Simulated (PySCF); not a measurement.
An unknown shows these calculated signals:

$^{1}$H NMR (300 MHz, computed): δ 1.77 (m, 2H), 1.09 (m, 4H), 0.82 (m, 4H).

$^{13}$C{$^{1}$H} NMR (computed): δ 212.0 (C), 22.4 (CH), 14.5 (CH2).

[PySCF 2.14: J: B3LYP/pcJ-1 (without the spin–dipole term); σ from GIAO-B97-2/pcSseg-1; geometry: PBE0-D3(BJ)/def2-SVP; no solvent; one computed conformer; one averaged value for each set of equivalent atoms; relativity neglected]

Referencing at the same level of theory: $^{1}$H, $^{13}$C vs TMS.

Task: Which of these does the molecule contain: a three-membered ring, a Si–CH3 group, a nitrile, a ketone, a heteroaromatic ring?

Result: 
- A three-membered ring: yes.
- A Si–CH3 group: no.
- A nitrile: no.
- A ketone: yes (δC 212.0).
- A heteroaromatic ring: no.

The data belong to `O=C(C1CC1)C1CC1`, C$_{7}$H$_{10}$O; they needn't prove each group on their own.

Carbon signals by region: 1 in the far downfield region (above 160 ppm), 2 below 50 ppm. Above 160 ppm: 212.0, ketone carbonyl carbon.

Multiplet labels drop couplings under 1 Hz and merge nearly equal ones. Couplings among chemically equivalent protons are left out too, so labels in AA′BB′ or AA′XX′ sets are apparent multiplicities. Unscaled 3J(H,H) at this level run about 10 % above measured values. Shifts are as computed. Against solution values, carbons near 30 ppm lie about +1 ppm off and those near 130 ppm about +2 ppm. Of 1211 compounds with measured shifts, 218 miss one by over three times the rms of a fit or turn the order of signals round; such compounds aren't used in these exercises.
